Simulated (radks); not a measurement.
The numbers below are computed, except where a source is named.
Problem. Tb II, 64 electrons, occupied as [Xe] 4f9 6s0.5 6p0.5 (fractional occupations, a model configuration). Code: a radial shooting solver on a logarithmic mesh with Libxc functionals. Model: Dirac Kohn-Sham, LDA (Slater exchange, Perdew-Wang correlation), spin-unpolarised, spherical densities, finite nucleus; open shells are shared between the two j in proportion to 2j + 1; Fermi nuclear charge, rms radius 5.06 fm. Some entries of the table are withheld. Estimate them.

| orbital | occ. | eigenvalue (eV) | <r> (bohr) | r(max) (bohr) |
|---|---|---|---|---|
| 1s1/2 | 2 | -51754.33 | 0.02152 | 0.01365 |
| 2s1/2 | 2 | -8582.144 | 0.09102 | 0.07773 |
| 2p1/2 | 2 | -8159.976 | 0.07592 | 0.05860 |
| 2p3/2 | 4 | -7414.278 | 0.08287 | 0.06453 |
| 3s1/2 | 2 | -1908.370 | (1) | 0.2202 |
| 3p1/2 | 2 | -1724.183 | 0.2288 | 0.2074 |
| 3p3/2 | 4 | -1570.308 | 0.2420 | 0.2199 |
| 3d3/2 | 4 | -1251.495 | 0.2142 | 0.1742 |
| 3d5/2 | 6 | -1217.887 | 0.2183 | 0.1778 |
| 4s1/2 | 2 | -383.0523 | 0.5418 | 0.5052 |
| 4p1/2 | 2 | -310.8822 | 0.5529 | 0.5087 |
| 4p3/2 | 4 | -276.4470 | 0.5834 | 0.5356 |
| 4d3/2 | 4 | -157.3147 | 0.6180 | 0.5419 |
| 4d5/2 | 6 | -151.0961 | 0.6288 | 0.5507 |
| 5s1/2 | 2 | -54.7033 | 1.326 | 1.181 |
| 5p1/2 | 2 | -35.2248 | 1.497 | 1.291 |
| 5p3/2 | 4 | -30.7799 | 1.602 | 1.375 |
| 4f5/2 | 3.85714 | -10.7603 | 0.8900 | 0.5519 |
| 4f7/2 | 5.14286 | -9.9714 | 0.9093 | 0.5573 |
| 6s1/2 | 0.5 | -9.3831 | 3.706 | 3.238 |
| 5d3/2 | 0 | -7.8834 | 2.701 | 1.997 |
| 5d5/2 | 0 | -7.6162 | 2.777 | 2.052 |
| 6p1/2 | 0.166667 | -6.1861 | 4.596 | 4.023 |
| 6p3/2 | 0.333333 | -5.7877 | 4.843 | 4.270 |
| 7s1/2 | 0 | -3.1005 | (2) | 7.669 |
| 7p1/2 | 0 | -2.1323 | 9.986 | 9.474 |
| 7p3/2 | 0 | -2.0170 | 10.44 | 9.909 |
| 5f5/2 | 0 | -1.3271 | 9.993 | 8.308 |
| 5f7/2 | 0 | -1.3253 | 10.01 | 8.323 |

Solution. 
(1) 3s1/2 <r> (bohr): 0.2392
(2) 7s1/2 <r> (bohr): 8.069
